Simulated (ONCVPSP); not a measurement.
## What the settings do to the ONCV potential of silver

Base potential:

* Element: Ag
* Generator: ONCVPSP 4.0.1
* Type: optimised norm-conserving Vanderbilt (ONCV)
* Functional: PBE
* Relativity: scalar-relativistic
* Frozen core: [Kr]
* Valence charge: 11
* Reference configuration: 4d10 5s1
* Partial waves: 5s: rc 2.45 bohr, ncon 3, nbas 7, qcut 2.9 1/bohr, 2 projectors, debl 3 Ha; p scattering state at 0.17 Ha: rc 2.60 bohr, ncon 4, nbas 8, qcut 3 1/bohr, 2 projectors, debl 1.3 Ha; 4d: rc 1.45 bohr, ncon 3, nbas 8, qcut 12.7 1/bohr, 2 projectors, debl 2.5 Ha
* Local potential: polynomial inside 0.95 bohr (lpopt 5, dvloc0 2 Ha)
* Core correction: none

In the p channel the program set the typed energies aside and used 0.050, 1.350 Ha.

All-electron outer shells of the reference configuration (PBE, scalar-relativistic, ld1.x):

| shell | level (eV) | outermost node (bohr) | outermost maximum (bohr) |
| --- | --- | --- | --- |
| 4p | -58.57 | 0.44 | 0.87 |
| 4d | -7.44 | 0.43 | 1.04 |
| 5s | -4.40 | 1.11 | 2.49 |

Cutoffs, loose and tight: the cutoffs (Ha) at which the residual kinetic energy of the hardest occupied pseudo-wave falls to 1 and 0.1 mHa per electron. They do not see the model core or the augmentation charge, which bear on the density cutoff. Test errors are all-electron minus pseudo excitation energies from the reference, over the configurations 4d10 5s0; 4d9 5s0; 4d8 5s0; 4d10 5s0.5. A dash means not determined; rows that change the core or the reference have their own tests.

A true bound ghost makes a file unfit for plane-wave use even where its test errors are small: the radial tests pick states by their node count and pass the ghost by.

| change | outcome | cutoff, loose | cutoff, tight | bound ghosts | GHOST(+) flags above zero | largest test error (meV) |
| --- | --- | --- | --- | --- | --- | --- |
| base | generated, projector energies reset by the program | 35 Ha | 42 Ha | s, p | none | -59 |
| s: qcut 2.2 | generated, projector energies reset by the program | 35 Ha | 42 Ha | s, p | s | -125 |
| s: qcut 2.4 | generated, projector energies reset by the program | 35 Ha | 42 Ha | s, p | s | -104 |
| s: qcut 3 | generated, projector energies reset by the program | 35 Ha | 42 Ha | s, p | s | -53 |
| s: qcut 3.2 | generated, projector energies reset by the program | 35 Ha | 42 Ha | s, p | s | -41 |
| s: qcut 3.5 | failed: ERROR pspot: first pseudo wave function has node, program will stop | – | – | – | – | – |
| s: qcut 3.9 | failed: ERROR pspot: first pseudo wave function has node, program will stop | – | – | – | – | – |
| s: qcut 4.4 | failed: ERROR pspot: first pseudo wave function has node, program will stop | – | – | – | – | – |

(1) What comes out with this change to the base: s: qcut 1.8?

Answers

(1) outcome: generated, projector energies reset by the program; cutoff, loose: 35 Ha; cutoff, tight: 42 Ha; bound ghosts: s, p; GHOST(+) flags above zero: s; largest test error (meV): -165.

Reading the sweep of the qcut of the s channel (base included, trends over the rows without a ghost): Bound ghosts are found at 1.8, 2.2, 2.4, 2.9, 3, 3.2 1/bohr. Every judged row has one, so this setting neither creates nor removes them. The generation fails at 3.5, 3.9, 4.4 1/bohr.
